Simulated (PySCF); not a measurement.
Computed shifts of a molecule CH9ClSi3, PBE0/pcSseg-1 run with PySCF, GIAO, gas phase, equivalent atoms averaged, in ppm (number of nuclei): ¹³C: 5.8 (1). ²⁹Si: 20.1 (1), -98.2 (2). ¹H: 3.92 (6), 1.05 (3). References: ¹³C against TMS (σ = 186.3 ppm); ²⁹Si against TMS (σ = 352.7 ppm); ³⁵Cl against HCl (σ = 945.9 ppm); ¹H against TMS (σ = 31.56 ppm), references at their B3LYP-D3(BJ)/def2-TZVP geometries, non-relativistic (without spin–orbit terms, shifts of atoms bonded to Cl or Br come out too high). Geometry optimised at PBE0-D3(BJ)/def2-SVP. The values are those of a single conformer.

Task: Which structure fits?
A. [SiH3][SiH2]C[SiH2]Cl
B. [SiH3]C([SiH3])[SiH2]Cl
C. [SiH3]C[Si@@H]([SiH3])Cl
D. C[Si]([SiH3])([SiH3])Cl

Result: D, C[Si]([SiH3])([SiH3])Cl
